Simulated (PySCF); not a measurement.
Mean harmonic wavenumber (cm⁻¹) of eight silicon and germanium compounds: PBE-D3(BJ) beside ωB97X-D3(BJ), computed with PySCF for isolated molecules in the bases named; differences from unrounded values. The eight are the first of their class met in an unordered collection, after screening for sound electronic states; none was chosen by its value. Each level has its own optimised geometry.

```csv
molecule,basis,ωB97X-D3(BJ),PBE-D3(BJ),difference
"Ge(H)(F)2(vinyl) (C₂H₄F₂Ge), SMILES [F][GeH]([F])[CH]=C",def2-SVP,1170,1116,-54
"C3H12OSi2, SMILES C[SiH2][C@H]([SiH3])CO",def2-SVP,1291,1236,-55
"C3H7NSi, SMILES [SiH3]N1C=CC1",def2-SVP,1335,1276,-59
"Si(H)2(Cl)(NMe2) (C₂H₈ClNSi), SMILES CN(C)[SiH2]Cl",def2-SVP,1367,1311,-56
"Si(F)3(GeH3) (F3GeH3Si), SMILES F[Si](F)(F)[GeH3]",def2-SVP,818,776,-42
"C3H4FNSi, SMILES C1=CC=N[Si@H]1F",def2-SVP,1224,1167,-57
"difluoro(fluorosilyl)silane (F3H3Si2), SMILES F[SiH2][SiH](F)F",def2-SVP,872,829,-43
"C₃H₆FNSi, SMILES C#C[C@H](N)[SiH2]F",def2-SVP,1247,1189,-58
```

PBE-D3(BJ) lies below ωB97X-D3(BJ) in 8 and above it in 0 of the eight; the mean signed difference is -53 and the largest -59 cm⁻¹.
